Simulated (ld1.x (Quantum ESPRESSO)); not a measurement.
Before and after: TM potential for F

ld1.x (Quantum ESPRESSO) 7.5 input, shortened:

```
&input
   title='F', zed=9., rel=1, dft='PBE', iswitch=3,
   config='[He] 2s2 2p4.5'
 /
 &inputp
   pseudotype=2, tm=.true., lloc=0,
   nlcc=.false.
 /
2
2P  2  1   4.50   0.00  1.50  1.50  0.0
2S  1  0   2.00   0.00  0.70  0.70  0.0
 &test
   configts(1)='2s2 2p4.5'
 /
```

Change: wave 2s (bound): rc 0.70 bohr becomes 2s (bound): rc 0.96 bohr.

Cutoffs: the cutoffs (Ry, on a coarse ladder) from which the occupation-weighted sum of valence levels, in a spherical-Bessel basis at the reference potential, stays within 10 and 1 mRy of its value at 400 Ry; they do not see the model core or the augmentation charge, which bear on the density cutoff. Errors are all-electron minus pseudo energies relative to the spin-unpolarised reference configuration.

Question: How do hardness, ghosts and transferability respond?

Answer: The potential gets softer (140 Ry and 260 Ry → 80 Ry and 160 Ry); of the 7 tests that both files solve, the error grows in 4 and shrinks in 1 by more than 15 % and 0.3 meV (median size 40.1 → 28.1 meV); the range in which the s phases agree narrows (upper end at the end of the scan → 3.1); neither file shows a bound ghost. A larger radius leaves more room for a smooth pseudo-wave, so fewer plane waves are needed.

```csv
quantity,base,changed
"cutoff, loose",140 Ry,80 Ry
"cutoff, tight",260 Ry,160 Ry
loose cutoff by channel (10 mRy a level),"p 60 Ry, s 90 Ry","p 60 Ry, s 60 Ry"
bound ghosts,none,none
"error for 2s2 2p5, meV [ΔE -7.54 eV]",+3.3,+4.4
"error for 2s2 2p4, meV [ΔE 11.85 eV]",+8.0,+9.6
"error for 2s2 2p3, meV [ΔE 50.23 eV]",+167,+189
"error for 2s1 2p5, meV [ΔE 30.95 eV]",-40,-28
"error for 2s2 2p5.3, meV [ΔE -10.21 eV]",+5.0,+7.3
"error for 2s2 2p1, meV [ΔE 196.67 eV]",+2642,+2822
"error for 2s1 2p6, meV [ΔE 11.27 eV]",+55,+76
s: phases at 1.64 bohr within 0.05 rad from the reference energy up to (Ry; the scan ends near 5),to the end of the scan,3.1
p: phases at 1.64 bohr within 0.05 rad from the reference energy up to (Ry; the scan ends near 5),2.7,2.8
```
